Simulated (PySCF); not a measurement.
Order these species by their calculated properties.

Species are written as SMILES; each is one conformer at its optimised geometry, gas phase, non-relativistic unless stated. Electronic properties by PySCF.

Dipoles, sizes and rotational constants follow the conformer. The torsions of the flexible species, by atom-mapped SMILES:
- `[N:1]#[C:2][c:3]1[n:4][cH:5][c:6]([CH:7]2[CH2:8][CH2:9]2)[n:10][n:11]1`: C5–C6–C7–C8 -146°
- `[CH3:1][N:2]([CH3:3])[CH2:4][P:5]([CH3:6])[C:7]([F:8])([F:9])[F:10]`: C1–N2–C4–P5 70°, N2–C4–P5–C6 64°, C4–P5–C7–F8 -54°
- `[CH3:1][CH2:2][Si@H:3]([CH3:4])[CH2:5][SiH3:6]`: C1–C2–Si3–C4 180°, C2–Si3–C5–Si6 177°
- `[CH3:1][O:2][C@@H:3]([CH3:4])[C:5]([CH3:6])([CH3:7])[C:8](=[O:9])[Cl:10]`: C1–O2–C3–C4 78°, O2–C3–C5–C6 -61°, C3–C5–C8–O9 125°
- `[O:1]=[CH:2][O:3][Si@@H:4]([OH:5])[n:6]1[cH:7][cH:8][cH:9][cH:10]1`: O1–C2–O3–Si4 1°, C2–O3–Si4–O5 42°, O3–Si4–N6–C7 21°, H–O5–Si4–O3 -46°
- `[CH:1]#[C:2][C@@H:3]([F:4])[CH2:5][C:6]([NH2:7])=[O:8]`: C2–C3–C5–C6 172°, C3–C5–C6–N7 74°, H–N7–C6–C5 -9°, H–N7–C6–C5 -175°
- `[F:1][CH2:2][C:3]([F:4])([F:5])[C:6]([F:7])([F:8])[C:9]([F:10])([F:11])[F:12]`: F1–C2–C3–F4 -59°, C2–C3–C6–F7 58°, C3–C6–C9–F10 61°
- `[CH2:1]=[CH:2][CH2:3][F:4]`: C1–C2–C3–F4 0°

The conformers of `O=C1CC[PH+](CO)CC1` and `Fc1cnnn1C1CCCC1` aren't listed.

Task: Rank by smallest rotational constant, lowest first (GFN2-xTB).
A. `C(C)([C@H](C)OC)(C(Cl)=O)C`
B. `CN(CP(C)C(F)(F)F)C`
C. `CC[Si@H](C)C[SiH3]`
D. `N#Cc1ncc(C2CC2)nn1`

Result: D (0.555 GHz), B (0.606 GHz), A (0.729 GHz), C (0.904 GHz).

Task: Give the two extremes of that set in cm⁻¹.

Result: `N#Cc1ncc(C2CC2)nn1`: 0.0185 cm⁻¹; `CC[Si@H](C)C[SiH3]`: 0.0301 cm⁻¹.

Task: Rank by HOMO–LUMO gap, lowest first (PBE0/pcSseg-1 at GFN2-xTB geometries).
A. `CN(C)CP(C)C(F)(F)F`
B. `O=CO[Si@@H](O)n1cccc1`
C. `CO[C@@H](C)C(C)(C)C(=O)Cl`
D. `Fc1cnnn1C1CCCC1`
E. `N#CC1=NN=C(C2CC2)C=N1`
F. `O=C1CC[PH+](CO)CC1`
G. `C#C[C@@H](F)CC(N)=O`
H. `FCC(F)(F)C(F)(F)C(F)(F)F`

Result: E (4.79 eV), B (5.80 eV), F (6.45 eV), C (6.74 eV), A (6.93 eV), G (7.46 eV), D (7.58 eV), H (10.75 eV).

Task: Rank by HOMO energy, highest first (PBE0/pcSseg-1 at GFN2-xTB geometries).
A. `O=C1CC[PH+](CO)CC1`
B. `N(CP(C(F)(F)F)C)(C)C`
C. `CC[Si@H](C)C[SiH3]`
D. `C=CCF`
E. `Fc1cnnn1C1CCCC1`
F. `O[Si@H](OC=O)n1cccc1`

Result: F (-6.36 eV), B (-6.57 eV), E (-7.54 eV), D (-7.72 eV), C (-7.96 eV), A (-11.11 eV).

Task: Give the two extremes of that set in hartree.

Result: `O=C1CC[PH+](CO)CC1`: -0.408 Eh; `O=CO[Si@@H](O)n1cccc1`: -0.234 Eh.

Task: Rank by dipole moment, highest first (PBE0/pcSseg-1 at GFN2-xTB geometries).
A. `C=CCF`
B. `CO[C@@H](C)C(C)(C)C(=O)Cl`
C. `C#C[C@@H](F)CC(N)=O`
D. `N#Cc1nnc(C2CC2)cn1`
E. `CC[Si@H](C)C[SiH3]`
F. `O=CO[Si@@H](O)n1cccc1`

Result: D (6.88 D), B (3.15 D), C (2.56 D), A (1.74 D), F (1.26 D), E (0.93 D).
